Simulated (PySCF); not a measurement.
## Levels of Sr¹⁹⁺ from EOM-EA-GCCSD

Reference: closed-shell Sr²⁰⁺, [Ar]; one electron is added. Calculated with PySCF 2.14, two-component X2C-1e with screened spin-orbit coupling, an uncontracted even-tempered set (19 s from 0.74 bohr⁻², ratio 2.6; 14 p from 0.96 bohr⁻², ratio 2.6; 6 d from 0.99 bohr⁻², ratio 2.8; 3 f from 21 bohr⁻², ratio 2.8); frozen [Ne]; the 64 highest virtual spinors dropped; of the others 50 kept and the rest restored at second order. No Breit or QED terms. Binding energies in eV.

```csv
level,Koopmans,second order,EOM-CCSD
3d3/2,773.15,774.60,774.36
3d5/2,770.52,771.94,771.70
```

For comparison, the ionisation energy of Sr¹⁹⁺ is 774 ± 4 eV (theoretical estimate listed by NIST; NIST Atomic Spectra Database, ionization energies).

Only part of the computed levels is shown.
